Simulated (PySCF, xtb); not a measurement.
GeHClBr₂, SMILES [Br][GeH]([Br])[Cl].

xtb with GFN2-xTB at its own geometry gives an orbital gap of 4.97 eV and a dipole moment of 4.83 D.

Coordinates come from a B3LYP-D3(BJ)/def2-SVP optimisation.

**Question.** What does PBE/def2-TZVP (PySCF) give? (An estimate is asked for; the answer gives what the named calculation found.)

**Answer.** gap 4.43 eV (levels -7.45 and -3.02 eV), dipole 1.22 D.
